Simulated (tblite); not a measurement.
A tight-binding relaxation on `CC[C](C#N)S(=O)(=O)O` [radical].

Computed with GFN2-xTB geometry optimisation, gas phase (tblite 0.8.0). Start geometry: from a force field or distance geometry. The input is one job of a driver script: a line of settings, then coordinates in Å.

Command:
```bash
OMP_NUM_THREADS=1 python probes_run.py task.json out
```

Input:
```
{"job": {"kind": "relax", "xc": "GFN2-xTB", "basis": "xTB"}, "charge": 0, "multiplicity": 2}
C      1.621000     1.041400     0.346400
C      0.889200     0.199600    -0.701400
C     -0.064600    -0.755900    -0.059500
C      0.327000    -2.009900     0.401600
N      0.707900    -3.047000     0.795300
S     -1.760000    -0.454200    -0.173100
O     -2.484200    -1.124500     0.875400
O     -2.178800    -0.520000    -1.544200
O     -1.792100     1.103200     0.241200
H      2.307600     1.727200    -0.139600
H      2.181700     0.420100     1.042000
H      0.902400     1.642200     0.931100
H      0.380200     0.855500    -1.394400
H      1.641000    -0.366200    -1.275100
H     -2.682700     1.296600     0.632400
```

Problem. What does the run print?

Solution. 
```
step      E/eV     max force
  0    -813.27076    1.838
  1    -813.34724    2.699
  2    -813.35226    2.316
  3    -813.39128    0.415
  4    -813.40013    0.294
  5    -813.41012    0.567
  6    -813.41344    0.170
  7    -813.41468    0.107
  8    -813.41745    0.273
  9    -813.41954    0.274
... (140 lines left out)
150    -813.55294    0.047
151    -813.55324    0.059
152    -813.55345    0.032
153    -813.55359    0.022
154    -813.55365    0.039
155    -813.55371    0.018
156    -813.55376    0.015
157    -813.55380    0.012
158    -813.55381    0.010
159    -813.55382    0.006
```

«max force» is the largest atomic force in eV/Å.

Problem. From which step on does the largest force stay under 0.1 eV/Å, and how much energy is left to gain from there?

Solution. From step 130 (0.057 eV/Å), 6.3 meV above the end.

Summary of the converged run: energy lowered by 6.5 kcal/mol over 159 steps; largest atomic force 0.006 eV/Å at the end.

The run took 1.2 s on one thread, Arm Neoverse V1 (aarch64), no GPU, shared host with 32 logical CPUs at a one-minute load of 44.
Labels such as C1 count atoms from 1, the log's own numbers from 0.
